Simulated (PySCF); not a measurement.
A structure optimised at PBE-D3(BJ)/def2-SVP, used in a PySCF frequency run:

```xyz
6

S      0.8663    -2.0479     0.0000
Ge     0.0024    -0.0081     0.0000
Cl     0.5963     1.1366    -1.7342
Cl    -2.1384    -0.2387     0.0000
Cl     0.5963     1.1366     1.7342
H      2.1405    -1.5595     0.0000
```
Charge 0, spin multiplicity 1.

Q: Write its SMILES, formula and point group.

A: [SH][Ge]([Cl])([Cl])[Cl], Cl₃GeHS, Cs

Q: What are its rotational constants (standard atomic weights)?

A: 1.1835, 1.1336, 1.1322 GHz
